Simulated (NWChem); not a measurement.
A series in which one site is exchanged, each optimised at PBE0/def2-SVP with NWChem, gas phase unless a solvent is named. This build's default masses of Se (78.918 u) and Br (79.917 u) are each other's, which moves their modes by up to 0.6 %. For some, no frequency run checked for a minimum. def2 effective core potentials on I; no spin-orbit coupling.

A: [Cl][AlH][Br] (AlHBrCl; site = Br)
B: [Cl][AlH][Cl] (AlHCl$_{2}$; site = Cl)
C: [Cl][AlH][I] (AlHICl; site = I)
D: [AlH2][Cl] (AlH2Cl; site = H)

Values for A:

| Quantity | Value |
|---|---|
| dipole (D), PBE0/def2-SVP | 1.00 |
| orbital gap (eV), PBE0/def2-SVP | 7.21 |
| static polarisability, CAM-B3LYP/def2-SVPD (bohr³) | 60.2 |
| lowest singlet excitation, CAM-B3LYP/def2-SVPD, TDA (eV) | 6.05 |

Question: How do these values change for the other members?

Answer: 
```tsv
change from A	B	C	D
dipole (D), PBE0/def2-SVP	+0.09	-0.09	+0.25
orbital gap (eV), PBE0/def2-SVP	+0.66	-0.91	-0.31
static polarisability, CAM-B3LYP/def2-SVPD (bohr³)	-8.0	+14.2	-18.1
lowest singlet excitation, CAM-B3LYP/def2-SVPD, TDA (eV)	+0.55	-0.83	-0.52
```
